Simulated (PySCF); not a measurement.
SeBr₂, SMILES Br[Se]Br. The structure is a stationary point at PBE0-D3(BJ)/def2-SVP.

Computed with PySCF 2.14.0 with PBE0-D3(BJ)/def2-SVP.

Harmonic wavenumbers (cm⁻¹): 103, 299, 303. Rotational constants (GHz): 4.569, 0.9666, 0.7978; symmetry number 2.

Problem. Work out the zero-point energy and the ideal-gas rigid-rotor harmonic-oscillator thermochemistry at 298.15 K and 1 atm.

Solution. ZPE = ½ Σ hcν = ½ × 705 cm⁻¹ = 4.22 kJ/mol. H − E(el) = 18.25 kJ/mol. Entropy in J/(mol K): translation 177.04, rotation 115.16, vibration 26.00, total 318.20. G − E(el) = -76.62 kJ/mol. Cp = 55.39 J/(mol K). Modes under 150 cm⁻¹ make the vibrational entropy uncertain.
